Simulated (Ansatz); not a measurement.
`C=C[SiH2][S][GeH3]` + `C1=CN1` → `C=CN1C=C1` + `[SiH3][S][GeH3]` at 400 K and 1 bar (substitution at a C–Si bond).

Isolated molecules relaxed with PBE0-D4/def2-TZVP in Ansatz; ΔE leaves out vibrations. CBS: MP2 limit from def2 TZ/QZ plus the TZ coupled-cluster correction, frozen cores. For Ge outer-core shells are correlated without core-valence functions, which leaves a few kJ/mol of doubt a bond. Scalar relativity is left out up to krypton. Each species was taken in one conformer, which may not be the lowest.

```
             species  CCSD(T)/CBS energy (Eh)  H − E (kJ/mol)  S (J/(mol·K))
`C=C[SiH2][S][GeH3]`              -2843.90672           265.8          438.7
            `C1=CN1`               -132.46664           132.8          265.7
         `C=CN1C=C1`               -209.75029           227.1          330.7
   `[SiH3][S][GeH3]`              -2766.60510           163.4          384.4
```

H − E and S are ideal-gas, rigid-rotor, harmonic terms from PBE0-D4/def2-TZVP, for one conformer and one mirror image of each species. 1 Eh = 2625.50 kJ/mol, R = 8.31446 J/(mol·K).

Question: By hand: ΔE, ΔH, ΔS and ΔG.

Answer: ΔE = (-209.75029) + (-2766.60510) − (-2843.90672) − (-132.46664) = 0.01797 Eh = 47.2 kJ/mol. Δ(H − E) = 227.1 + 163.4 − 265.8 − 132.8 = -8.1, so ΔH = 39.1 kJ/mol. ΔS = 330.7 + 384.4 − 438.7 − 265.7 = 10.7 J/(mol·K). ΔG = 39.1 − 400 × (10.7)/1000 = 34.8 kJ/mol.

Question: By hand: the equilibrium constant, and the temperature at which ΔG would vanish if ΔH and ΔS stayed fixed.

Answer: log₁₀ K = −ΔG/(RT ln 10) = -4.5. ΔG = 0 at ΔH/ΔS = 3654 K, far beyond where these terms or the molecules hold.

The number of gas molecules stays the same, so ΔS is small and ΔH decides. A doubt of 5 kJ/mol in ΔE shifts log₁₀ K by 0.7 here. Other conformers and mirror images would add mixing entropy, several J/(mol·K) or more a flexible species. Modes under 60 cm⁻¹, often nearly free rotors, make the harmonic entropy too high. These are equilibria of isolated gas molecules and say nothing of rates. Largest T1 diagnostic: 0.012 (customary marks: 0.02 for closed shells, 0.045 for open ones).
